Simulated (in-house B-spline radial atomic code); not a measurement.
Configurations of As II (As+), with energies counted from [Ar] 3d10 4s2 (4p1/2)2. Method: Dirac-Hartree-Fock, average of each configuration as written, Fermi nucleus of rms radius 4.0968 fm. Calculated with an all-electron radial atomic-structure program (B-spline basis). Energies include first-order Breit, QED and recoil terms.

Occupations are held fixed; configurations that lie above the ionisation limit could autoionise.

```json
{"configuration": "[Ar] 3d10 4s2 (4p3/2)2", "E - E(ref) (eV)": "0.23775", "highest orbital": "4p3/2", "its <r> (bohr)": "2.342"}
{"configuration": "[Ar] 3d10 4s1 (4p1/2)2 (4p3/2)1", "E - E(ref) (eV)": "9.9353", "highest orbital": "4p1/2", "its <r> (bohr)": "2.308"}
{"configuration": "[Ar] 3d10 4s2 (4p3/2)1 (5f7/2)1", "E - E(ref) (eV)": "15.194", "highest orbital": "5f7/2", "its <r> (bohr)": "15.57"}
{"configuration": "[Ar] 3d10 4s2 (4p1/2)1 (7f5/2)1", "E - E(ref) (eV)": "15.906", "highest orbital": "7f5/2", "its <r> (bohr)": "33.45"}
{"configuration": "[Ar] 3d10 4s1 (4p1/2)1 (4p3/2)1 (5d3/2)1", "E - E(ref) (eV)": "23.267", "highest orbital": "5d3/2", "its <r> (bohr)": "9.54"}
{"configuration": "[Ne] 3s2 (3p1/2)2 (3p3/2)3 3d10 4s2 (4p1/2)2 (6d3/2)1", "E - E(ref) (eV)": "160.14", "highest orbital": "6d3/2", "its <r> (bohr)": "15.59"}
{"configuration": "[Ne] 3s2 (3p1/2)2 (3p3/2)3 3d10 4s2 (4p1/2)2 (8p1/2)1", "E - E(ref) (eV)": "160.98", "highest orbital": "8p1/2", "its <r> (bohr)": "25.83"}
```

Q: Order these further configurations by energy, lowest first.
A. [Ar] 3d10 4s2 (4p1/2)1 (4d5/2)1
B. [Ar] 3d10 4s1 (4p1/2)2 (4d5/2)1
C. [Ar] (3d3/2)3 (3d5/2)6 4s2 (4p3/2)2 (8g7/2)1
D. [Ar] 3d10 4s2 (4p1/2)1 (4p3/2)1
E. [Ar] 3d10 4s2 (4p1/2)1 (8f5/2)1

A: D (-0.24932 eV), A (10.522 eV), E (16.168 eV), B (20.638 eV), C (59.566 eV).

Q: How far above the reference does [Ne] 3s2 (3p1/2)1 (3p3/2)4 3d10 4s2 (4p1/2)2 8s1 lie?

A: 166.41 eV; its least bound orbital is 8s1/2 with <r> = 23.17 bohr.

Q: How far above the reference does [Ar] (3d3/2)4 (3d5/2)5 4s2 (4p1/2)2 (4f7/2)1 lie?

A: 55.853 eV; its least bound orbital is 4f7/2 with <r> = 8.89 bohr.

Q: Is the reference the lowest configuration at this level of theory?

A: No: [Ar] 3d10 4s2 (4p1/2)1 (4p3/2)1 lies 0.2493 eV lower. Averages of configurations without correlation can order differently from the measured ground levels.
